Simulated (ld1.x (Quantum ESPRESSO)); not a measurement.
# An all-electron radial function and its pseudo partner (S)

Columns: radius, all-electron u(r) and pseudo u(r) of the 3s shell (level -27.47 eV) of sulfur in the configuration [Ne] 3s2 3p3; BLYP, scalar-relativistic, TM scheme, ld1.x (Quantum ESPRESSO) 7.5.

| r (bohr) | all-electron | pseudo |
| --- | --- | --- |
| 0.065 | 0.2128 | 0.0405 |
| 0.130 | -0.0049 | 0.0803 |
| 0.195 | -0.2402 | 0.1185 |
| 0.260 | -0.3835 | 0.1547 |
| 0.325 | -0.4254 | 0.1885 |
| 0.390 | -0.3871 | 0.2201 |
| 0.455 | -0.2946 | 0.2505 |
| 0.520 | -0.1702 | 0.2812 |
| 0.585 | -0.0311 | 0.3145 |
| 0.650 | 0.1103 | 0.3530 |
| 0.715 | 0.2460 | 0.3991 |
| 0.780 | 0.3707 | 0.4544 |
| 0.845 | 0.4815 | 0.5188 |
| 0.910 | 0.5771 | 0.5891 |
| 0.975 | 0.6574 | 0.6595 |
| 1.040 | 0.7227 | 0.7228 |
| 1.105 | 0.7741 | 0.7741 |
| 1.170 | 0.8124 | 0.8124 |
| 1.235 | 0.8390 | 0.8390 |
| 1.300 | 0.8551 | 0.8551 |
| 1.365 | 0.8619 | 0.8619 |
| 1.430 | 0.8606 | 0.8606 |
| 1.495 | 0.8526 | 0.8526 |
| 1.560 | 0.8388 | 0.8388 |
| 1.625 | 0.8204 | 0.8204 |
| 1.690 | 0.7983 | 0.7983 |

Q: How many radial nodes do the two functions have?

A: The all-electron 3s function has n − l − 1 = 2; the pseudo-wave has 0, since the states of the same l below it are removed with the core.

Q: At about which radius was the pseudo-wave matched?

A: 1.10 bohr, where the columns begin to agree (steps of 0.07 bohr).

Q: Where does each function peak?

A: Outermost all-electron maximum near 1.36 bohr, pseudo maximum near 1.36 bohr (to the table’s step).

Q: Is the pseudo-wave norm-conserving?

A: Yes: the TM scheme keeps the norm inside the radius equal to the all-electron one, which fixes the energy derivative of the logarithmic derivative at the level.
